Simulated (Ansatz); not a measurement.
Ansatz (an electronic-structure program) input (B3LYP/def2-TZVPD):

Ansatz 0.2 input:
```yaml
crystal:
  periodic: [false, false, false]
  atoms:
    - {symbol: C, position_ang: [-2.44558133, -0.60240600, -0.44029051]}
    - {symbol: N, position_ang: [-1.37504021, 0.38450807, -0.36744935]}
    - {symbol: C, position_ang: [-1.86406548, 1.74253916, -0.16258518]}
    - {symbol: Si, position_ang: [0.21404161, -0.05312210, 0.00035944]}
    - {symbol: Cl, position_ang: [0.54256774, -0.37244740, 2.00880905]}
    - {symbol: Cl, position_ang: [1.50072642, 1.42801839, -0.58040981]}
    - {symbol: Cl, position_ang: [0.70227691, -1.79170523, -0.96171273]}
    - {symbol: H, position_ang: [-3.12436826, -0.34980700, -1.25991178]}
    - {symbol: H, position_ang: [-3.02708974, -0.63391385, 0.48838227]}
    - {symbol: H, position_ang: [-2.04418588, -1.59554803, -0.62918609]}
    - {symbol: H, position_ang: [-2.53695121, 2.01893456, -0.97938830]}
    - {symbol: H, position_ang: [-2.41526075, 1.83326811, 0.78056378]}
    - {symbol: H, position_ang: [-1.04027253, 2.45270232, -0.14976306]}
basis:
  gaussian:
    orbitals: def2-TZVPD
hamiltonian:
  xc: {name: B3LYP}
magnetization: {spin_polarized: true, initial_magnetization: 2}
```

Output:

```
Functional definition: B3LYP
integrals: 0.59 GiB planned
2010 factors; their error is unknown
0.54 GiB of the device are held for the grids
3.32 GiB of device memory are held for the factors and their scratch space
mean field: 3.54 GiB planned
mean field evaluation 1: about -49092.9237 eV, gradient 5.8e1 eV
mean field evaluation 2: about -49002.3306 eV, gradient 1.4e2 eV
mean field evaluation 4: about -49110.0677 eV, gradient 1.6e1 eV
mean field evaluation 8: about -49111.2083 eV, gradient 5.0e-1 eV
mean field evaluation 16: about -49111.2596 eV, gradient 1.6e-2 eV
mean field evaluation 32: about -49092.9237 eV, gradient 5.8e1 eV
mean field evaluation 64: about -49110.0734 eV, gradient 4.1e0 eV
mean field evaluation 96: about -49111.1558 eV, gradient 7.4e-1 eV
mean field evaluation 128: about -49110.5385 eV, gradient 1.4e0 eV
mean field -49111.25959810 eV, -1804.8055014227 hartree, gradient 1.6e-5 eV, S^2 2.005223; 14 other end points of the search recorded, 0 dependent functions left out
reference -49111.25988202 eV, -1804.8055118567 hartree; 46, 44 occupied and 300, 302 virtual orbitals, 2010 factors
Total energy: -49111.25988202 eV, -1804.8055118567 hartree
```

This state (charge 0, triplet) is run at the relaxed geometry of the species with charge 0 and multiplicity 1, and is a spin state other than that species' own.
